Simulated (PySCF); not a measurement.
## Interval between two levels of Pt⁺ by level of theory

Pt⁺ [Xe] 4f14 5d9 [2D5/2, M_J = 5/2] → Pt⁺ [Xe] 4f14 5d8 6p1 [4G11/2, M_J = 11/2], as a difference of total energies. Computed with PySCF 2.14 in x2c-SVPall-2c with one added diffuse shell each of s, d type (8s9p10d2f, 99 functions), with the two-component X2C-1e Hamiltonian. Correlated levels: [Kr] 4d10 4f14 frozen; the 22 highest virtual spinors dropped. "Screened" scales the spin-orbit matrix elements by Boettger's factors to mimic the two-electron term; Breit and QED terms are absent.

```
                    method  interval between two levels (cm⁻¹)
           GHF (spin-free)                               56387
          GMP2 (spin-free)                               62859
 GHF (screened spin-orbit)                               54354
GMP2 (screened spin-orbit)                               60491
```

The labels give the starting determinants; with spin-orbit coupling the two ends relaxed to ⟨J²⟩ = 10.49, ⟨L²⟩ = 7.02, ⟨S²⟩ = 1.20 and ⟨J²⟩ = 35.80, ⟨L²⟩ = 20.55, ⟨S²⟩ = 3.78.

The determinant of the lower state mixes levels of different J (the jj label is only the starting occupation), so the difference between spin-free and spin-orbit rows is not the physical spin-orbit shift.
